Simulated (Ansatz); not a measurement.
Start from `C=C[Si](C)(N)O` and change one atom or group to get `C[Si](N)(O)O[SiH3]`.

Ansatz, PBE0-D4/def2-TZVP geometries, multiplicity 1. Each molecule was computed in one conformer, which needn't be the lowest.

| property | `C=C[Si](C)(N)O` |
| --- | --- |
| LUMO energy (PBE0/def2-TZVPP) / eV | -0.15 |
| LUMO energy (B3LYP/def2-TZVPP) / eV | -0.38 |
| HOMO–LUMO gap (PBE0/def2-TZVPP) / eV | 7.07 |
| HOMO–LUMO gap (B3LYP/def2-TZVPP) / eV | 6.61 |
| size of the dipole moment (ωB97M-V/def2-TZVPP) / D | 1.72 |
| HOMO energy (PBE/def2-TZVPP) / eV | -5.85 |

Question: What does the change do to each property? (Best estimate.)

Answer: Ansatz gave: 
| property | `C[Si](N)(O)O[SiH3]` | shift |
| --- | --- | --- |
| LUMO energy (PBE0/def2-TZVPP) / eV | 0.21 | 0.36 |
| LUMO energy (B3LYP/def2-TZVPP) / eV | -0.06 | 0.32 |
| HOMO–LUMO gap (PBE0/def2-TZVPP) / eV | 7.80 | 0.73 |
| HOMO–LUMO gap (B3LYP/def2-TZVPP) / eV | 7.29 | 0.68 |
| size of the dipole moment (ωB97M-V/def2-TZVPP) / D | 1.86 | 0.14 |
| HOMO energy (PBE/def2-TZVPP) / eV | -6.14 | -0.29 |

With PBE0 the HOMO falls by 0.37 eV and the LUMO rises by 0.36 eV, so the gap widens by about 0.73 eV. PBE moves the HOMO by -0.29 eV and ωB97M-V by -0.44 eV. Dipoles are sizes alone; their direction can turn.

B3LYP here is the variant with VWN-RPA as its local correlation; programs differ in this.
